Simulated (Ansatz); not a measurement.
Ansatz (an electronic-structure program) input (B3LYP/LANL2DZ): The .json file is the Basis Set Exchange's LANL2DZ.

Ansatz 0.2 input:
```yaml
crystal:
  periodic: [false, false, false]
  atoms:
    - {symbol: F, position_ang: [1.98168600, -1.34344800, -0.19603700]}
    - {symbol: Si, position_ang: [1.52121200, 0.19571100, 0.35932800]}
    - {symbol: Si, position_ang: [-0.77097500, 0.09744600, -0.31739100]}
    - {symbol: F, position_ang: [-1.46747100, 1.58078900, -0.27580900]}
    - {symbol: F, position_ang: [-1.74038400, -0.75478700, 0.69461900]}
    - {symbol: H, position_ang: [1.77210800, 0.99278300, -0.94350200]}
    - {symbol: H, position_ang: [-1.23989400, -0.43996800, -1.64857200]}
basis:
  gaussian:
    orbitals: LANL2DZ.json
hamiltonian:
  xc: {name: B3LYP}
total_charge: -1
relax: {f_tol: 0.003, max_steps: 120}
```

Output:

```
Functional definition: B3LYP
integrals: 0.01 GiB planned
568 factors; integrals over basis functions are off by at most 2.6e-4 eV
mean field: 0.13 GiB planned
mean field evaluation 1: about -8398.5629 eV, gradient 1.7e1 eV
mean field evaluation 2: about -8398.6725 eV, gradient 1.9e1 eV
mean field evaluation 4: about -8399.5575 eV, gradient 6.9e-1 eV
mean field evaluation 8: about -8399.6140 eV, gradient 3.5e-2 eV
mean field -8399.61396122 eV, -308.6801196120 hartree, gradient 6.1e-6 eV, S^2 0.000000; 0 other end points of the search recorded, 0 dependent functions left out
the calculation of the forces begins
reference -8399.61418295 eV, -308.6801277604 hartree; 19, 19 occupied and 28, 28 virtual orbitals, 568 factors
relax step   1: F+E_penalty+E_count = -8399.61396122 eV  Δ(F+E_penalty+E_count) = +0.000e0 eV  max|allowed force component| = 2.130e0 eV/Å  Δτ_max = 0.0000 Å  (25 SCF iters, accepted)
these checks for a lower state are left out or cut short: starts, cluster_reference, orbital_swaps, neighbouring_geometries, increment
integrals: 0.01 GiB planned
568 factors; integrals over basis functions are off by at most 2.6e-4 eV
mean field: 0.13 GiB planned
mean field evaluation 16: about -8399.6809 eV, gradient 5.4e0 eV
mean field -8399.78782550 eV, -308.6865090064 hartree, gradient 1.0e-5 eV, S^2 0.000000; 0 other end points of the search recorded, 0 dependent functions left out
the calculation of the forces begins
reference -8399.78804924 eV, -308.6865172286 hartree; 19, 19 occupied and 28, 28 virtual orbitals, 568 factors
relax step   2: F+E_penalty+E_count = -8399.78782550 eV  Δ(F+E_penalty+E_count) = -1.739e-1 eV  max|allowed force component| = 1.374e0 eV/Å  Δτ_max = 0.1179 Å  (28 SCF iters, accepted)
these checks for a lower state are left out or cut short: starts, cluster_reference, orbital_swaps, neighbouring_geometries, increment
integrals: 0.01 GiB planned
568 factors; integrals over basis functions are off by at most 2.6e-4 eV
mean field: 0.13 GiB planned
mean field -8399.87654896 eV, -308.6897695335 hartree, gradient 2.6e-5 eV, S^2 0.000000; 0 other end points of the search recorded, 0 dependent functions left out
the calculation of the forces begins
reference -8399.87677517 eV, -308.6897778465 hartree; 19, 19 occupied and 28, 28 virtual orbitals, 568 factors
relax step   3: F+E_penalty+E_count = -8399.87654896 eV  Δ(F+E_penalty+E_count) = -8.872e-2 eV  max|allowed force component| = 2.879e-1 eV/Å  Δτ_max = 0.1872 Å  (28 SCF iters, accepted)
these checks for a lower state are left out or cut short: starts, cluster_reference, orbital_swaps, neighbouring_geometries, increment
integrals: 0.01 GiB planned
568 factors; integrals over basis functions are off by at most 2.6e-4 eV
mean field: 0.13 GiB planned
mean field evaluation 32: about -8399.8731 eV, gradient 2.6e-1 eV
mean field -8399.87344743 eV, -308.6896555543 hartree, gradient 1.6e-5 eV, S^2 0.000000; 0 other end points of the search recorded, 0 dependent functions left out
the calculation of the forces begins
reference -8399.87366989 eV, -308.6896637297 hartree; 19, 19 occupied and 28, 28 virtual orbitals, 568 factors
relax step   4: F+E_penalty+E_count = -8399.87344743 eV  Δ(F+E_penalty+E_count) = +3.102e-3 eV  max|allowed force component| = 6.261e-1 eV/Å  Δτ_max = 0.2000 Å  (28 SCF iters, rejected (line search))
these checks for a lower state are left out or cut short: starts, cluster_reference, orbital_swaps, neighbouring_geometries, increment
integrals: 0.01 GiB planned
568 factors; integrals over basis functions are off by at most 2.6e-4 eV
mean field: 0.13 GiB planned
mean field -8399.90221481 eV, -308.6907127360 hartree, gradient 1.3e-5 eV, S^2 0.000000; 0 other end points of the search recorded, 0 dependent functions left out
the calculation of the forces begins
reference -8399.90243884 eV, -308.6907209691 hartree; 19, 19 occupied and 28, 28 virtual orbitals, 568 factors
relax step   5: F+E_penalty+E_count = -8399.90221481 eV  Δ(F+E_penalty+E_count) = -2.567e-2 eV  max|allowed force component| = 1.856e-1 eV/Å  Δτ_max = 0.0998 Å  (28 SCF iters, accepted)
these checks for a lower state are left out or cut short: starts, cluster_reference, orbital_swaps, neighbouring_geometries, increment
integrals: 0.01 GiB planned
568 factors; integrals over basis functions are off by at most 2.6e-4 eV
mean field: 0.13 GiB planned
mean field -8399.90804674 eV, -308.6909270554 hartree, gradient 1.2e-5 eV, S^2 0.000000; 0 other end points of the search recorded, 0 dependent functions left out
the calculation of the forces begins
reference -8399.90826922 eV, -308.6909352315 hartree; 19, 19 occupied and 28, 28 virtual orbitals, 568 factors
relax step   6: F+E_penalty+E_count = -8399.90804674 eV  Δ(F+E_penalty+E_count) = -5.832e-3 eV  max|allowed force component| = 9.549e-2 eV/Å  Δτ_max = 0.0556 Å  (28 SCF iters, accepted)
these checks for a lower state are left out or cut short: starts, cluster_reference, orbital_swaps, neighbouring_geometries, increment
integrals: 0.01 GiB planned
568 factors; integrals over basis functions are off by at most 2.6e-4 eV
mean field: 0.13 GiB planned
mean field -8399.90924778 eV, -308.6909711930 hartree, gradient 1.1e-5 eV, S^2 0.000000; 0 other end points of the search recorded, 0 dependent functions left out
the calculation of the forces begins
[...]
the calculation of the forces begins
reference -8399.90826922 eV, -308.6909352315 hartree; 19, 19 occupied and 28, 28 virtual orbitals, 568 factors
relax step   6: F+E_penalty+E_count = -8399.90804674 eV  Δ(F+E_penalty+E_count) = -5.832e-3 eV  max|allowed force component| = 9.549e-2 eV/Å  Δτ_max = 0.0556 Å  (28 SCF iters, accepted)
these checks for a lower state are left out or cut short: starts, cluster_reference, orbital_swaps, neighbouring_geometries, increment
integrals: 0.01 GiB planned
568 factors; integrals over basis functions are off by at most 2.6e-4 eV
mean field: 0.13 GiB planned
mean field -8399.90924778 eV, -308.6909711930 hartree, gradient 1.1e-5 eV, S^2 0.000000; 0 other end points of the search recorded, 0 dependent functions left out
the calculation of the forces begins
reference -8399.90947031 eV, -308.6909793706 hartree; 19, 19 occupied and 28, 28 virtual orbitals, 568 factors
relax step   7: F+E_penalty+E_count = -8399.90924778 eV  Δ(F+E_penalty+E_count) = -1.201e-3 eV  max|allowed force component| = 4.175e-2 eV/Å  Δτ_max = 0.0269 Å  (29 SCF iters, accepted)
these checks for a lower state are left out or cut short: starts, cluster_reference, orbital_swaps, neighbouring_geometries, increment
integrals: 0.01 GiB planned
568 factors; integrals over basis functions are off by at most 2.6e-4 eV
mean field: 0.13 GiB planned
mean field evaluation 64: about -8399.9101 eV, gradient 1.2e-5 eV
mean field -8399.91012788 eV, -308.6910035359 hartree, gradient 1.2e-5 eV, S^2 0.000000; 0 other end points of the search recorded, 0 dependent functions left out
the calculation of the forces begins
reference -8399.91035063 eV, -308.6910117218 hartree; 19, 19 occupied and 28, 28 virtual orbitals, 568 factors
relax step   8: F+E_penalty+E_count = -8399.91012788 eV  Δ(F+E_penalty+E_count) = -8.801e-4 eV  max|allowed force component| = 3.386e-2 eV/Å  Δτ_max = 0.0449 Å  (29 SCF iters, accepted)
these checks for a lower state are left out or cut short: starts, cluster_reference, orbital_swaps, neighbouring_geometries, increment
integrals: 0.01 GiB planned
568 factors; integrals over basis functions are off by at most 2.6e-4 eV
mean field: 0.13 GiB planned
mean field -8399.91058283 eV, -308.6910202552 hartree, gradient 1.2e-5 eV, S^2 0.000000; 0 other end points of the search recorded, 0 dependent functions left out
the calculation of the forces begins
reference -8399.91080585 eV, -308.6910284508 hartree; 19, 19 occupied and 28, 28 virtual orbitals, 568 factors
relax step   9: F+E_penalty+E_count = -8399.91058283 eV  Δ(F+E_penalty+E_count) = -4.550e-4 eV  max|allowed force component| = 4.369e-2 eV/Å  Δτ_max = 0.0332 Å  (29 SCF iters, accepted)
these checks for a lower state are left out or cut short: starts, cluster_reference, orbital_swaps, neighbouring_geometries, increment
integrals: 0.01 GiB planned
568 factors; integrals over basis functions are off by at most 2.6e-4 eV
mean field: 0.13 GiB planned
mean field -8399.91087113 eV, -308.6910308501 hartree, gradient 1.1e-5 eV, S^2 0.000000; 0 other end points of the search recorded, 0 dependent functions left out
the calculation of the forces begins
reference -8399.91109430 eV, -308.6910390512 hartree; 19, 19 occupied and 28, 28 virtual orbitals, 568 factors
relax step  10: F+E_penalty+E_count = -8399.91087113 eV  Δ(F+E_penalty+E_count) = -2.883e-4 eV  max|allowed force component| = 3.282e-2 eV/Å  Δτ_max = 0.0209 Å  (29 SCF iters, accepted)
these checks for a lower state are left out or cut short: starts, cluster_reference, orbital_swaps, neighbouring_geometries, increment
integrals: 0.01 GiB planned
568 factors; integrals over basis functions are off by at most 2.6e-4 eV
mean field: 0.13 GiB planned
mean field -8399.91101755 eV, -308.6910362308 hartree, gradient 1.5e-5 eV, S^2 0.000000; 0 other end points of the search recorded, 0 dependent functions left out
the calculation of the forces begins
reference -8399.91124078 eV, -308.6910444344 hartree; 19, 19 occupied and 28, 28 virtual orbitals, 568 factors
relax step  11: F+E_penalty+E_count = -8399.91101755 eV  Δ(F+E_penalty+E_count) = -1.464e-4 eV  max|allowed force component| = 2.414e-2 eV/Å  Δτ_max = 0.0141 Å  (24 SCF iters, accepted)
these checks for a lower state are left out or cut short: starts, cluster_reference, orbital_swaps, neighbouring_geometries, increment
integrals: 0.01 GiB planned
568 factors; integrals over basis functions are off by at most 2.6e-4 eV
mean field: 0.13 GiB planned
mean field -8399.91107372 eV, -308.6910382952 hartree, gradient 1.8e-5 eV, S^2 0.000000; 0 other end points of the search recorded, 0 dependent functions left out
the calculation of the forces begins
reference -8399.91129699 eV, -308.6910465001 hartree; 19, 19 occupied and 28, 28 virtual orbitals, 568 factors
relax step  12: F+E_penalty+E_count = -8399.91107372 eV  Δ(F+E_penalty+E_count) = -5.617e-5 eV  max|allowed force component| = 1.475e-2 eV/Å  Δτ_max = 0.0082 Å  (23 SCF iters, accepted)
these checks for a lower state are left out or cut short: starts, cluster_reference, orbital_swaps, neighbouring_geometries, increment
integrals: 0.01 GiB planned
568 factors; integrals over basis functions are off by at most 2.6e-4 eV
mean field: 0.13 GiB planned
mean field evaluation 96: about -8399.9111 eV, gradient 9.9e-6 eV
mean field -8399.91106828 eV, -308.6910380949 hartree, gradient 9.9e-6 eV, S^2 0.000000; 0 other end points of the search recorded, 0 dependent functions left out
the calculation of the forces begins
reference -8399.91129158 eV, -308.6910463012 hartree; 19, 19 occupied and 28, 28 virtual orbitals, 568 factors
relax step  13: F+E_penalty+E_count = -8399.91106828 eV  Δ(F+E_penalty+E_count) = +5.449e-6 eV  max|allowed force component| = 1.458e-2 eV/Å  Δτ_max = 0.0115 Å  (24 SCF iters, rejected (line search))
these checks for a lower state are left out or cut short: starts, cluster_reference, orbital_swaps, neighbouring_geometries, increment
integrals: 0.01 GiB planned
568 factors; integrals over basis functions are off by at most 2.6e-4 eV
mean field: 0.13 GiB planned
mean field -8399.91110101 eV, -308.6910392978 hartree, gradient 2.2e-5 eV, S^2 0.000000; 0 other end points of the search recorded, 0 dependent functions left out
the calculation of the forces begins
reference -8399.91132431 eV, -308.6910475040 hartree; 19, 19 occupied and 28, 28 virtual orbitals, 568 factors
relax step  14: F+E_penalty+E_count = -8399.91110101 eV  Δ(F+E_penalty+E_count) = -2.728e-5 eV  max|allowed force component| = 6.216e-3 eV/Å  Δτ_max = 0.0056 Å  (22 SCF iters, accepted)
these checks for a lower state are left out or cut short: starts, cluster_reference, orbital_swaps, neighbouring_geometries, increment
integrals: 0.01 GiB planned
568 factors; integrals over basis functions are off by at most 2.6e-4 eV
mean field: 0.13 GiB planned
mean field -8399.91110572 eV, -308.6910394711 hartree, gradient 4.6e-5 eV, S^2 0.000000; 0 other end points of the search recorded, 0 dependent functions left out
the calculation of the forces begins
reference -8399.91132899 eV, -308.6910476761 hartree; 19, 19 occupied and 28, 28 virtual orbitals, 568 factors
relax step  15: F+E_penalty+E_count = -8399.91110572 eV  Δ(F+E_penalty+E_count) = -4.717e-6 eV  max|allowed force component| = 3.579e-3 eV/Å  Δτ_max = 0.0024 Å  (19 SCF iters, accepted)
these checks for a lower state are left out or cut short: starts, cluster_reference, orbital_swaps, neighbouring_geometries, increment
integrals: 0.01 GiB planned
568 factors; integrals over basis functions are off by at most 2.6e-4 eV
mean field: 0.13 GiB planned
mean field -8399.91110832 eV, -308.6910395666 hartree, gradient 3.0e-5 eV, S^2 0.000000; 0 other end points of the search recorded, 0 dependent functions left out
the calculation of the forces begins
reference -8399.91133160 eV, -308.6910477720 hartree; 19, 19 occupied and 28, 28 virtual orbitals, 568 factors
relax step  16: F+E_penalty+E_count = -8399.91110832 eV  Δ(F+E_penalty+E_count) = -2.597e-6 eV  max|allowed force component| = 2.786e-3 eV/Å  Δτ_max = 0.0007 Å  (18 SCF iters, accepted)
integrals: 0.01 GiB planned
568 factors; integrals over basis functions are off by at most 2.6e-4 eV
mean field: 0.13 GiB planned
mean field -8399.91110832 eV, -308.6910395666 hartree, gradient 3.0e-5 eV, S^2 0.000000; 1 other end points of the search recorded, 0 dependent functions left out
the calculation of the forces begins
reference -8399.91133160 eV, -308.6910477720 hartree; 19, 19 occupied and 28, 28 virtual orbitals, 568 factors
Total energy: -8399.91133160 eV, -308.6910477720 hartree
Atom 0 at     2.004052    -1.358727    -0.489998 Å, force    -0.000329     0.001960     0.001271 eV/Å
Atom 1 at     1.562382     0.121989     0.422403 Å, force     0.001120    -0.002786    -0.001131 eV/Å
Atom 2 at    -0.774931     0.066483    -0.323269 Å, force    -0.000427     0.000281     0.000803 eV/Å
Atom 3 at    -1.504834     1.626682    -0.465115 Å, force    -0.000338     0.002305    -0.000765 eV/Å
Atom 4 at    -1.848405    -0.645726     0.825208 Å, force     0.000053    -0.001225     0.000198 eV/Å
Atom 5 at     1.863081     1.132947    -0.714308 Å, force     0.000065     0.000423    -0.000082 eV/Å
Atom 6 at    -1.245064    -0.615122    -1.582284 Å, force    -0.000144    -0.000959    -0.000295 eV/Å
Dipole moment:    -0.290910     0.085325    -0.254398 e Å
```

The dipole moment of an ion depends on the origin.

The geometry given is a B3LYP-D3(BJ)/def2-TZVP minimum.
